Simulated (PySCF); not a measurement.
Unknowns

PySCF 2.14.0 with density-fitted response routines calculation with GFN2-xTB structure and GIAO PBE0/pcSseg-1 shieldings; in vacuum, one conformer, averaged over atoms made equivalent by symmetry, fast rotation or ring inversion, non-relativistic.

Chemical shifts δ = σref − σ; $^{1}$H (σ = 31.72 ppm), $^{13}$C (σ = 186.93 ppm) against TMS, all at this level. Splittings of carbon signals by F and P are missing where no couplings were computed. Where no couplings were computed, multiplicities follow the n + 1 count of equivalent neighbours, and m marks all less simple cases (inequivalent or close neighbours, rings, F or P nearby). Shifts are as computed. Against solution values, carbons near 30 ppm lie about +3 ppm off and those near 130 ppm about +5 ppm. Of 1211 compounds with measured shifts, 218 miss one by over three times the rms of a fit or turn the order of signals round; such compounds aren't used in these exercises. OH and NH positions are gas-phase values without hydrogen bonding to other molecules.

**Question.** C₃H₈F₂OSi₃. $^{1}$H NMR (400 MHz, computed): δ 6.05 (m, 2H), 6.05 (m, 1H), 5.93 (m, 2H), 5.50 (m, 1H), 5.38 (m, 2H). $^{13}$C{$^{1}$H} NMR (computed): δ 178.5 (C), 118.8 (CH2), 81.0 (CH2). Give a structure.

**Answer.** SMILES C=C(F)[Si]1(CF)[SiH2]O[SiH2]1. Rings plus π bonds: 2 (1 ring in the answer). 3 carbon signals for 3 carbons: no two carbons are equivalent. Carbon types of the structure: 1 × C, 2 × CH2, leaving 4 H on heteroatoms. δC 178.5: fully substituted alkene carbon. δC 118.8: terminal =CH2 carbon; an sp2 carbon of a C=C bond. δC 81.0: sp3 CH2 bonded to F and Si; deshielded by the electronegative neighbour. δH 6.05, 5.50: hydrogen on a terminal =CH2 carbon; a vinylic proton, deshielded by the sp2 carbon and the C=C anisotropy.

The data come from this structure; uniqueness wasn't tested.

**Question.** CH₁₀FN₃Si₃. $^{1}$H NMR (400 MHz, computed): δ 5.71 (m, 1H), 5.62 (m, 2H), 5.55 (m, 2H), 4.67 (m, 2H), -0.13 (br s, 2H), -0.52 (br s, 1H). $^{13}$C{$^{1}$H} NMR (computed): δ 81.2 (CH2). Give a structure.

**Answer.** `FC[SiH]1N[SiH2]N[SiH2]N1`. Rings plus π bonds: 1 (1 ring in the answer). Carbon types of the structure: 1 × CH2, leaving 8 H on heteroatoms. δC 81.2: sp3 CH2 bonded to F and Si; deshielded by the electronegative neighbour. δH 5.62, 5.55: hydrogen on a silicon bonded to 2 N, in a 6-membered ring. δH 4.67: hydrogen on an sp3 CH2 bonded to F and Si; its carbon carries F, which withdraws density. δH -0.13, -0.52: hydrogen on a nitrogen bonded to 2 Si, in a 6-membered ring; exchangeable; this is the value without hydrogen bonding to other molecules.

This is the structure that produced the data.
